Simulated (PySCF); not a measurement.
C3H9NSi.
Numbering: `[CH2:1]=[CH:2][CH2:3][SiH2:4][NH2:5]` (hydrogens: H6, H7 on C1; H8 on C2; H9, H10 on C3; H11, H12 on Si4; H13, H14 on N5)

Jobs on this species (14 atoms, 48 electrons) with PySCF (density fitting). Hardware of each: one thread, AMD EPYC 9R45 (x86_64), shared host. Other jobs ran on the host; a repeat could differ by tens of per cent or more. Peak memory is the resident size of the whole Python process, interpreter and libraries included.

```json
{"level and settings": "delta-SCF UKS PBE, pcX-2 on the ionised atom, pcseg-1 elsewhere, spin-free X2C", "work": "ΔSCF core ionisation, 6 holes", "basis functions": "161", "SCF cycles": "?", "wall time": "?", "peak memory": "?"}
{"level and settings": "delta-SCF UKS SCAN, pcX-2 on the ionised atom, pcseg-1 elsewhere, spin-free X2C", "work": "ΔSCF core ionisation, 6 holes", "basis functions": "161", "SCF cycles": "?", "wall time": "?", "peak memory": "?"}
{"level and settings": "delta-SCF UKS SCAN, pcX-1 on the ionised atom, pcseg-1 elsewhere, spin-free X2C", "work": "ΔSCF core ionisation, 6 holes", "basis functions": "141", "SCF cycles": "99", "wall time": "18 s", "peak memory": "0.55 GiB"}
{"level and settings": "PBE0-D3(BJ)/def2-SVP, grid level 1", "work": "geometry optimisation from a GFN2-xTB start shaken at random", "basis functions": "119", "SCF cycles": "69", "wall time": "31 s", "peak memory": "0.52 GiB"}
{"level and settings": "delta-SCF UKS HF, pcX-2 on the ionised atom, pcseg-1 elsewhere, spin-free X2C", "work": "ΔSCF core ionisation, 6 holes", "basis functions": "161", "SCF cycles": "90", "wall time": "14 s", "peak memory": "0.55 GiB"}
{"level and settings": "delta-SCF UKS SCAN, def2-TZVP on the ionised atom, pcseg-1 elsewhere, spin-free X2C", "work": "ΔSCF core ionisation, 6 holes", "basis functions": "138", "SCF cycles": "98", "wall time": "20 s", "peak memory": "0.55 GiB"}
{"level and settings": "delta-SCF UKS SCAN, pcX-2 on the ionised atom, pcseg-1 elsewhere, non-relativistic", "work": "ΔSCF core ionisation, 6 holes", "basis functions": "161", "SCF cycles": "100", "wall time": "22 s", "peak memory": "0.55 GiB"}
{"level and settings": "delta-SCF UKS PBE0, pcX-2 on the ionised atom, pcseg-1 elsewhere, spin-free X2C", "work": "ΔSCF core ionisation, 6 holes", "basis functions": "161", "SCF cycles": "88", "wall time": "24 s", "peak memory": "0.62 GiB"}
{"level and settings": "delta-SCF UKS B3LYP, pcX-2 on the ionised atom, pcseg-1 elsewhere, spin-free X2C", "work": "ΔSCF core ionisation, 6 holes", "basis functions": "161", "SCF cycles": "88", "wall time": "25 s", "peak memory": "0.62 GiB"}
```

Problem. Fill in the missing figures.

Solution. 
- delta-SCF UKS PBE, pcX-2 on the ionised atom, pcseg-1 elsewhere, spin-free X2C; ΔSCF core ionisation, 6 holes: 13 s, 0.57 GiB, 92 SCF cycles
- delta-SCF UKS SCAN, pcX-2 on the ionised atom, pcseg-1 elsewhere, spin-free X2C; ΔSCF core ionisation, 6 holes: 23 s, 0.54 GiB, 100 SCF cycles

Problem. What do all jobs in the table cost together?

Solution. About 3.2 min; the longest takes about 16 % of that, and about 2.4 times as long as the shortest.
